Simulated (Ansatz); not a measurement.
`C=C=C(C)S` + `ClB(Cl)[SeH]` → `C[Se]B(Cl)Cl` + `C=C=CS`  (substitution at a C–C bond)

Isolated molecules relaxed with PBE0-D4/def2-TZVP in Ansatz; ΔE leaves out vibrations. CCSD(T)/CBS is the MP2 limit (def2-TZVPP, def2-QZVPP) plus CCSD(T) − MP2 in def2-TZVPP, frozen cores. DFT in def2-TZVPP. B3LYP here is the variant with VWN-RPA as its local correlation; programs differ in this. For Se outer-core shells are correlated without core-valence functions, which leaves a few kJ/mol of doubt a bond. Scalar relativity is left out up to krypton. One conformer a species, not always the lowest.

Is it downhill or uphill in electronic energy at CCSD(T)/CBS, and by how much? (Estimate.)

The calculation gave: Uphill: ΔE = +9.2 kJ/mol.

What do these levels give: B3LYP-D4, ωB97M-V, MP2/def2-QZVPP, SCS-MP2/def2-QZVPP, HF/CBS(def2), MP2/CBS(def2)? (Estimate.)

The calculation gave: B3LYP-D4 7.9, ωB97M-V 9.6, MP2/def2-QZVPP 9.6, SCS-MP2/def2-QZVPP 9.2, HF/CBS(def2) 12.4, MP2/CBS(def2) 9.8 kJ/mol.

Largest T1 diagnostic among the species: 0.013.

In def2-TZVPP, CCSD(T) changes the Hartree–Fock value by −3.6 kJ/mol (the triples alone add −1.0 kJ/mol) and MP2 by −3.0 kJ/mol.
